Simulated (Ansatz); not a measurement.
The Si4–C2 bond of C3H10O3Si (SMILES CC(C)[Si](O)(O)O) is stretched (multiplicity 1, the rest rigid).
Geometry at rest (charge 0, multiplicity 1):
```xyz
17

C     -1.177     1.741    -0.806
C     -1.183     0.343    -0.170
C     -1.836    -0.684    -1.107
Si     0.527    -0.188     0.360
O      1.408    -0.259    -1.034
O      1.203     0.824     1.464
O      0.537    -1.621     1.165
H     -0.569     1.757    -1.713
H     -0.784     2.498    -0.123
H     -2.190     2.048    -1.080
H     -1.774     0.389     0.752
H     -2.848    -0.374    -1.379
H     -1.263    -0.793    -2.030
H     -1.914    -1.669    -0.641
H      2.333    -0.511    -0.964
H      1.360     1.731     1.193
H      0.265    -2.402     0.678
```

Cores are frozen in the correlated methods.

Codes used: Ansatz (Gaussian basis) for Hartree–Fock, density functionals and correlated methods. 

FIC-MRCISD+Q on CASSCF(2,2)/cc-pV(D+d)Z, total energies (hartree):

```
R (Å)       CASSCF       MRCISD  weight c² of the reference
-----  -----------  -----------  --------------------------
1.867  -633.148532  -634.051157                     0.82202
2.801  -633.066023  -633.959345                     0.82192
5.042  -633.010174  -633.897314                     0.82286
```

Task: Add the Davidson correction (E_MRCISD − E_CASSCF)(1 − c²)/c² and give the energies above the first point at the three levels.

Result: 
Corrections (hartree): -0.195430, -0.193550, -0.190974. Above the first point (kcal/mol):
- R = 2.801 Å: CASSCF 51.8, MRCISD 57.6, with the correction 58.8
- R = 5.042 Å: CASSCF 86.8, MRCISD 96.5, with the correction 99.3

Ansatz is a quantum-chemistry and plane-wave program.
